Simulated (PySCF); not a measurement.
SbI2, SMILES [I][Sb][I], multiplicity 2.

Geometry optimised at B3LYP-D3(BJ)/def2-SVP. The multiplicity is an assumed one; other spin states were not compared. The isomer is the one that the SMILES or the coordinates give; other isomers of the formula were not compared. The def2 effective core potentials stand for the cores of I, Sb; spin–orbit coupling is left out.

Computed with TDA-M06-2X/def2-SVPD run with PySCF.

Vertical excitations. 

| state | energy (eV) | λ (nm) | f | main pairs |
|---|---|---|---|---|
| root 1 | 2.17 | 572 | 0.000 | α HOMO→LUMO 97 % |
| root 2 | 2.49 | 498 | 0.000 | α HOMO→LUMO+1 95 % |
| root 3 | 3.25 | 382 | 0.003 | β HOMO−1→LUMO 89 % |
| root 4 | 3.54 | 350 | 0.000 | β HOMO→LUMO 99 % |
| root 5 | 3.63 | 341 | 0.001 | α HOMO−2→LUMO 59 %, β HOMO−1→LUMO+1 23 % |
| root 6 | 3.64 | 340 | 0.000 | α HOMO−1→LUMO 68 %, β HOMO−2→LUMO 15 %, β HOMO→LUMO+1 9 % |
| root 7 | 3.75 | 331 | 0.005 | α HOMO−2→LUMO+1 28 %, β HOMO−2→LUMO 49 %, β HOMO−1→LUMO+2 10 % |
| root 8 | 3.92 | 316 | 0.005 | α HOMO−2→LUMO+1 12 %, α HOMO−5→LUMO+1 7 %, β HOMO−2→LUMO 29 %, β HOMO−1→LUMO+2 25 %, β HOMO→LUMO+1 9 %, β HOMO−4→LUMO+2 8 % |
| root 9 | 4.01 | 309 | 0.000 | α HOMO−3→LUMO 66 %, β HOMO−2→LUMO+1 21 % |
| root 10 | 4.09 | 303 | 0.002 | α HOMO−1→LUMO+1 49 %, α HOMO−5→LUMO 24 %, β HOMO−3→LUMO 7 %, β HOMO−4→LUMO+1 6 % |
Unrestricted roots are not spin-pure.
